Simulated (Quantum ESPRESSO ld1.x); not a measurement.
Radial electron density D(r) = 4 pi r^2 rho(r) of an atom or ion with 26 electrons. Calculated with ld1.x of Quantum ESPRESSO 7.5: non-relativistic Kohn-Sham, LDA (Slater exchange, Perdew-Zunger correlation), spin-polarised, spherical densities, point nucleus.

```
   r/bohr * D(r) (the largest magnitude, 51.8, reaches the edge; | marks zero)
 0.004856 |      *
 0.006124 |         *
 0.007662 |              *
 0.009662 |                   *
  0.01209 |                         *
  0.01524 |                                *
  0.01907 |                                       *
  0.02405 |                                            *
  0.03009 |                                              *
  0.03765 |                                            *
  0.04748 |                                         *
   0.0594 |                                      *
  0.07491 |                                        *
  0.09371 |                                               *
   0.1182 |                                                      *
   0.1479 |                                                      *
   0.1865 |                                            *
   0.2333 |                                 *
   0.2918 |                              *
   0.3681 |                                  *
   0.4605 |                                   *
   0.5807 |                           *
   0.7265 |              *
   0.9162 |    *
    1.146 |*
    1.446 *
    1.808 *
```

What is the nuclear charge?

Answer. Z = 36. The innermost maximum, from 1s, lies near 1/Z = 0.0278 bohr (found: 0.0303), and its height grows with Z. The density is that of the krypton ion Kr10+ in [Ar] 3d8; the configuration itself is not fixed sharply by these data, and Z only to about a unit. D(r) has 3 maxima, at r = 0.0303, 0.132, 0.428 bohr, and minima at 0.0618, 0.283 bohr, inside which lie 2.08, 11.14 electrons.
